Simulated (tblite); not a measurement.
C4H16Si3.
Structure used (GFN2-xTB), in Å, numbered top down from 1:
```xyz
23
C4H16Si3 angstrom
C     -1.186   -0.985   -2.007
C     -1.216    0.240   -1.101
Si    -0.205    0.028    0.527
Si    -0.307    2.061    1.673
Si    -0.979   -1.869    1.648
C      1.626   -0.307    0.027
C      2.263    0.834   -0.757
H     -1.570   -1.859   -1.483
H     -0.169   -1.200   -2.329
H     -1.795   -0.828   -2.896
H     -2.254    0.463   -0.843
H     -0.850    1.103   -1.661
H     -1.555    2.179    2.432
H      0.781    2.204    2.645
H     -0.242    3.257    0.825
H     -0.553   -3.152    1.077
H     -2.444   -1.918    1.689
H     -0.530   -1.885    3.044
H      2.212   -0.483    0.932
H      1.694   -1.224   -0.561
H      2.243    1.756   -0.179
H      3.301    0.610   -1.000
H      1.730    1.005   -1.690
```

Computed with GFN2-xTB (tblite): harmonic, unscaled wavenumbers at the GFN2-xTB geometry, gas phase. Against measured fundamentals such values can be off by several per cent, at times by over 20. Modes of hydrogen on silicon can be 10 to 20 % off. One conformer, not necessarily the lowest.

Harmonic wavenumbers (cm⁻¹): 43.1, 47.6, 53.6, 68.5, 84.4, 92.9, 120.1, 129.2, 156.5, 237.2, 239.2, 276.2, 277.7, 375.6, 395.4, 404.6, 430.0, 437.0, 504.5, 629.2, 685.4, 719.7, 732.5, 763.3, 797.8, 813.1, 819.4, 825.6, 833.0, 969.1, 976.2, 1014.6, 1016.2, 1071.6, 1074.6, 1244.9, 1246.2, 1283.8, 1284.5, 1417.6, 1419.3, 1490.1, 1491.5, 1508.0, 1511.3, 1514.9, 1516.5, 2208.5, 2211.3, 2218.4, 2224.7, 2226.9, 2230.5, 2951.3, 2953.3, 2967.5, 2971.1, 3006.5, 3007.0, 3018.6, 3019.2, 3030.7, 3031.2.

A = 1209, B = 1055, C = 837.3 MHz; mass 148.056 u (most abundant isotopes); point group C2, symmetry number 2.

Q: Zero-point energy?

A: Half the sum of the wavenumbers: 39160 cm⁻¹ = 111.96 kcal/mol.

Q: What is S at 400 K and 1 bar for an ideal gas of classical rigid rotors and harmonic oscillators?

A: Translation 42.37, rotation 29.59, vibration 64.65: S = 136.6 cal/(mol K).

Q: And Cp and H(400 K) − H(0)?

A: Cp = 62.53 cal/(mol K), of which vibrations give 54.58 (their classical limit is 63 R = 125.2); H(400 K) − H(0) = 15.54 kcal/mol without the zero-point energy, 12.36 from vibrations.

Q: Blend soft modes into free rotors: weight 1/[1 + (100 cm⁻¹/ν̃)⁴] for the oscillator and the rest for a rotor with moment μB/(μ + B), μ = h/(8π²ν), B = 10⁻⁴⁴ kg m². What vibrational entropy results?

A: 57.35 cal/(mol K) in place of 64.65, which changes −T·S at 400 K by +2.92 kcal/mol.

Q: How do the functions run with temperature in this model?

A: 
```json
{"T (K)": "150", "S (cal/(mol K))": "91.0", "Cp (cal/(mol K))": "34.0", "H − H(0) (kcal/mol)": "3.35", "G − H(0) (kcal/mol)": "-10.31", "ln q(vib)": "6.30"}
{"T (K)": "250", "S (cal/(mol K))": "111.3", "Cp (cal/(mol K))": "46.1", "H − H(0) (kcal/mol)": "7.36", "G − H(0) (kcal/mol)": "-20.46", "ln q(vib)": "10.85"}
{"T (K)": "298.15", "S (cal/(mol K))": "119.9", "Cp (cal/(mol K))": "51.7", "H − H(0) (kcal/mol)": "9.71", "G − H(0) (kcal/mol)": "-26.03", "ln q(vib)": "12.89"}
{"T (K)": "600", "S (cal/(mol K))": "165.3", "Cp (cal/(mol K))": "79.4", "H − H(0) (kcal/mol)": "29.82", "G − H(0) (kcal/mol)": "-69.37", "ln q(vib)": "24.35"}
{"T (K)": "900", "S (cal/(mol K))": "201.0", "Cp (cal/(mol K))": "96.6", "H − H(0) (kcal/mol)": "56.41", "G − H(0) (kcal/mol)": "-124.51", "ln q(vib)": "34.16"}
```

q(vib) and H(0) count from the zero-point level.

Q: What must be added to the electronic energy to get the Gibbs energy at 400 K and 1 bar?

A: ZPE + [H(400 K) − H(0)] − T·S = 111.96 + 15.54 − 54.64 = 72.86 kcal/mol.

Hindered rotation and anharmonicity are outside this model. Other conformers, if any are populated, would add a mixing term that is left out. The structure is chiral; the term R ln 2 for an equal mix with its mirror image is left out.
